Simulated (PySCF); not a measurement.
C2H4BrIn, SMILES [InH]([Br])[CH]=C. Geometry: PBE-D3(BJ)/def2-SVP. The def2 effective core potentials stand for the cores of In; spin–orbit coupling is left out. Other conformers were not sampled.

Give the equilibrium geometry at PBE-D3(BJ)/def2-SVP (PySCF confirms it by a frequency run) as a Z-matrix, and its point group. (Estimate from the structure and the level; the computed values follow.)

One answer among several that fit: point group Cs.
```
C
C 1 1.3477
H 2 1.1045 1 122.87
H 1 1.1046 2 119.66 3 180.00
H 2 1.1063 3 115.35 1 180.00
In 1 2.1480 4 117.67 2 180.00
H 6 1.7312 1 133.33 4 180.00
Br 6 2.5293 7 114.04 1 180.00
```
